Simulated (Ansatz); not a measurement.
```xyz
2

N     0.0000    0.0000    0.0000
H     0.0000    0.0000    2.6000
```

Basis set: pcseg-2 (spherical functions). Charge 0, multiplicity 3.

Computed with Ansatz (development build ahead of 0.2.0); each method stands on the lowest determinant of its kind that the runs found. Restricted functionals stand beside restricted open-shell atoms, which can lie above the unrestricted atoms usual in DFT and then raise those values.

Question: Give the atomization energy at this shape (free ground-state atoms in the same class of orbitals less the molecule, no zero-point energy) of triplet NH by PBE (unrestricted), PBE (restricted open-shell), UHF.

Answer:

| method | atomization energy |
| --- | --- |
| PBE (unrestricted) | 2.51 kcal/mol |
| PBE (restricted open-shell) | -26.49 kcal/mol |
| UHF | -0.18 kcal/mol |

Caution: the shape is not the minimum. Caution for PBE (unrestricted), PBE (restricted open-shell): charge can spread falsely over distant fragments. Caution for PBE (unrestricted), UHF: the unrestricted determinant is a mixture of spin states. Caution for PBE (restricted open-shell): an unrestricted determinant lies well below; the molecule lies well above its atoms at this level.
